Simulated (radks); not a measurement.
Problem. All-electron atom: W13+ in [Kr] 4d10 4f13 5s2. Method: Dirac Kohn-Sham, BLYP, spin-unpolarised, spherical densities, finite nucleus; open shells fill j = l - 1/2 first; Fermi nuclear charge, rms radius 5.3658 fm; computed with a radial shooting solver on a logarithmic mesh with Libxc functionals. Some entries of the table are withheld. Estimate them.

orbital,occ.,eigenvalue (hartree),<r^2> (bohr^2)
1s1/2,2,-2559.132,0.0004631
2s1/2,2,-449.1488,0.007061
2p1/2,2,(1),(2)
2p3/2,4,(3),(4)
3s1/2,2,-110.4912,0.04610
3p1/2,2,-101.9629,0.04229
3p3/2,4,-91.20037,0.04887
3d3/2,4,-76.79910,(5)
3d5/2,6,-74.45661,(6)
4s1/2,2,-29.96410,0.2268
4p1/2,2,-26.41566,0.2333
4p3/2,4,-23.89876,0.2675
4d3/2,4,-18.04796,0.2878
4d5/2,6,-17.57867,0.3000
5s1/2,2,(7),1.037
4f5/2,6,-10.17836,0.3684
4f7/2,7,-10.08659,0.3763

Solution. 
(1) 2p1/2 eigenvalue (hartree): -430.0617
(2) 2p1/2 <r^2> (bohr^2): 0.005040
(3) 2p3/2 eigenvalue (hartree): -380.3196
(4) 2p3/2 <r^2> (bohr^2): 0.006240
(5) 3d3/2 <r^2> (bohr^2): 0.03787
(6) 3d5/2 <r^2> (bohr^2): 0.03967
(7) 5s1/2 eigenvalue (hartree): -11.05925
